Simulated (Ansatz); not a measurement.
Consider the ligand exchange at the Si–N bond: `N[Si@H](F)N[Si@H](N)F` + CH₃SH → `CS[SiH](N)F` + `N[SiH](N)F`.

Gas-phase electronic energies from Ansatz, PBE0-D4/def2-TZVP geometries. CBS: MP2 limit from def2 TZ/QZ plus the TZ coupled-cluster correction, frozen cores. This one scheme is used for every species. DFT in def2-TZVPP. Each species was taken in one conformer, which may not be the lowest.

Is it downhill or uphill in electronic energy at CCSD(T)/CBS, and by how much? (An estimate is asked.)

Computed: Uphill: ΔE = +0.15 eV.

What do these levels give: PBE-D4, PBE0-D4, PBE, HF/def2-TZVPP, HF/CBS(def2), CCSD/CBS(def2)? (An estimate is asked.)

Ansatz gave: PBE-D4 0.06, PBE0-D4 0.10, PBE 0.03, HF/def2-TZVPP 0.20, HF/CBS(def2) 0.21, CCSD/CBS(def2) 0.16 eV.

Largest T1 diagnostic among the species: 0.011.

The D4 term adds +0.05 eV with B3LYP and +0.03 eV with PBE0; it sums over pairs of atoms, weighted by their polarisabilities, and B3LYP, whose exchange is more repulsive, gets the larger term. From PBE to PBE0 (25 % exact exchange), in def2-TZVPP and without D4, ΔE moves by +0.04 eV.

B3LYP here is the variant with VWN-RPA as its local correlation; programs differ in this.
